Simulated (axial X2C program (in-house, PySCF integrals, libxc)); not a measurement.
The numbers below are computed, except where a source is named.
HfB: input and output

Program: an axial X2C code built on PySCF integrals.

Input file and command:
```json
{
 "zs": [
  72,
  5
 ],
 "q": 0,
 "bas": [
  "dyall-cv3z",
  "dyall-v3z"
 ],
 "levels": [
  "PBE0",
  "HF",
  "BHandHLYP"
 ],
 "cc": true,
 "r0": 2.37,
 "thr": -2.0,
 "nmax": 110,
 "npts": 10,
 "nst": 2,
 "ntry": 8
}
```
```bash
python so2c.py task.json out
```

Keys: zs atomic numbers; q charge; bas basis sets; levels methods; cc coupled cluster on or off; r0 starting distance in Å; thr threshold in hartree for freezing inner shells (an s shell follows its p shell); nmax most natural virtual spinors; npts points on the curve; nst determinants followed; ntry starts of the search. HF also brings MP2.

Output of the HF step, spin-free, at R = 2.135 Å for the state M_S = 3/2, Λ = 0. It starts from PBE0 orbitals of this distance.

```
spin-free X2C-1e  HF
basis functions 227  fitting functions 1179  grid points 5080
iter        total energy     max residual
   1     -15098.137207525     8.38e-01
   2     -15098.183263304     3.34e-02
   3     -15098.183667836     4.26e-02
   4     -15098.189765559     3.32e-03
   5     -15098.190614460     2.24e-03
   6     -15098.191231556     2.01e-03
   7     -15098.191907633     1.51e-03
   8     -15098.192548109     1.13e-03
   9     -15098.192941663     7.84e-04
  10     -15098.193153444     4.74e-04
  11     -15098.193250242     2.87e-04
  12     -15098.193264220     1.31e-04
  13     -15098.193266608     7.91e-05
  14     -15098.193267624     6.11e-05
  15     -15098.193268103     2.85e-05
  16     -15098.193268177     1.11e-05
  17     -15098.193268192     2.84e-06
  18     -15098.193268194     6.75e-07
converged
one-electron -20906.78387291  Coulomb 6031.15181882  exact exchange -311.79015834  xc functional 0.00000000  nuclear repulsion 89.22894423
correlated 15  virtual 295  natural virtual 109  E(MP2) -0.361817654  MP2 remainder -0.023165371
iter   CCSD correlation   residual
   1     -0.347057393   1.61e-01
   2     -0.358551503   8.66e-02
   3     -0.363738091   5.37e-02
   4     -0.364765484   2.79e-02
   5     -0.365855103   1.45e-02
   6     -0.366166416   6.92e-03
   7     -0.366218461   3.29e-03
   8     -0.366263838   1.93e-03
   9     -0.366223977   1.22e-03
  10     -0.366236724   7.18e-04
  11     -0.366230995   3.48e-04
  12     -0.366240142   1.74e-04
  13     -0.366241273   7.92e-05
  14     -0.366241220   3.70e-05
  15     -0.366241138   1.96e-05
  16     -0.366240939   8.82e-06
  17     -0.366240817   3.89e-06
  18     -0.366240811   2.11e-06
(T) -0.019240096  T1 0.0767  D1 0.2256  max T2 0.092
```
Energies are in hartree; totals compare only within one Hamiltonian and basis. T1 is large, a sign of multireference character or of a spin-contaminated reference. T1 in the output is the amplitude norm over the root of the electron number; divide by √2 for the Lee–Taylor value. The determinant is spin-polarised beyond a pure state at some levels (its spin-free form has ⟨S²⟩ too high), which makes Re and μ there less reliable.
